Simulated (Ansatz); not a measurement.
```yaml
crystal:
  periodic: [false, false, false]
  atoms:
    - {symbol: C, position_ang: [-1.458522, 1.938429, -0.458779]}
    - {symbol: Al, position_ang: [-0.621586, 0.500807, 0.959922]}
    - {symbol: C, position_ang: [1.285864, -0.481595, 0.581345]}
    - {symbol: Ga, position_ang: [1.198536, -2.284905, -0.652616]}
    - {symbol: H, position_ang: [-2.575444, 1.586485, -0.825881]}
    - {symbol: H, position_ang: [-1.604868, 3.038117, 0.065715]}
    - {symbol: H, position_ang: [-0.765582, 2.089246, -1.456330]}
    - {symbol: H, position_ang: [-1.523685, 0.089355, 2.442840]}
    - {symbol: H, position_ang: [1.780329, -0.785059, 1.661653]}
    - {symbol: H, position_ang: [2.000569, 0.324861, -0.006846]}
    - {symbol: H, position_ang: [1.277739, -2.148862, -2.407637]}
    - {symbol: H, position_ang: [1.006639, -3.866881, 0.096623]}
basis:
  gaussian: {orbitals: def2-mTZVP, nuclear_model: gaussian}
hamiltonian: {xc: {name: HF}}
correlation: {active_space: {window: {electrons: 2, orbitals: 1}}}
accuracy: high
```

```sh
$ ansatz run in.yaml --threads 2 --pin off --events-out ev --progress --plain --max-ram 32768MiB --backend cpu
```

It prints (some lines left out):

```
Functional definition: HF
2535 factors; integrals over basis functions are off by at most 1.2e-8 eV
mean field evaluation 1: about -61098.3837 eV, gradient 3.2e1 eV
mean field evaluation 2: about -61098.4760 eV, gradient 3.2e1 eV
mean field evaluation 4: about -61101.7093 eV, gradient 3.7e0 eV
mean field evaluation 8: about -61101.7768 eV, gradient 4.7e-4 eV
mean field -61101.77680324 eV, -2245.4488812473 hartree, gradient 9.6e-8 eV, S^2 0.000000; 0 other end points of the search recorded, 0 dependent functions left out
reference -61101.77680324 eV, -2245.4488812473 hartree; 32, 32 occupied and 88, 88 virtual orbitals, 2535 factors
state -61101.77680324 eV, -2245.4488812473 hartree
Total energy: -61101.77680324 eV, -2245.4488812473 hartree
```

Hardware: 2 threads of an AMD EPYC 7R13 on a shared host. Wall time 6 s, peak host memory 0.52 GiB.
